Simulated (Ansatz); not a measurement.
`B[CH2][Zn][NH2]` and `[NH2][Zn][CH2]C=O` differ in one atom or group.

Ansatz, PBE0-D4/def2-TZVP geometries, multiplicity 1. Each molecule was computed in one conformer, which needn't be the lowest.

Scalar relativity is left out up to krypton.

```
                                        property  `B[CH2][Zn][NH2]`
              HOMO energy (PBE0/def2-TZVPP) / eV              -7.02
            HOMO–LUMO gap (PBE0/def2-TZVPP) / eV               6.02
size of the dipole moment (B3LYP/def2-TZVPP) / D               1.21
             HOMO energy (B3LYP/def2-TZVPP) / eV              -6.79
           HOMO energy (ωB97M-V/def2-TZVPP) / eV              -9.40
               LUMO energy (PBE/def2-TZVPP) / eV              -1.88
```

(1) What does the change do to each property? (An estimate is asked.)

Answers

(1) The calculation gave: 
```csv
property,`[NH2][Zn][CH2]C=O`,shift
HOMO energy (PBE0/def2-TZVPP) / eV,-7.08,-0.06
HOMO–LUMO gap (PBE0/def2-TZVPP) / eV,6.34,0.32
size of the dipole moment (B3LYP/def2-TZVPP) / D,3.14,1.93
HOMO energy (B3LYP/def2-TZVPP) / eV,-6.86,-0.07
HOMO energy (ωB97M-V/def2-TZVPP) / eV,-9.46,-0.06
LUMO energy (PBE/def2-TZVPP) / eV,-1.76,0.12
```

With PBE0 the HOMO falls by 0.06 eV and the LUMO rises by 0.26 eV, so the gap widens by about 0.32 eV. PBE moves the HOMO by 0.19 eV and ωB97M-V by -0.06 eV. Dipoles are sizes alone; their direction can turn.

Positive LUMOs are unbound, so they and the gaps depend on the basis.

B3LYP here is the variant with VWN-RPA as its local correlation; programs differ in this.
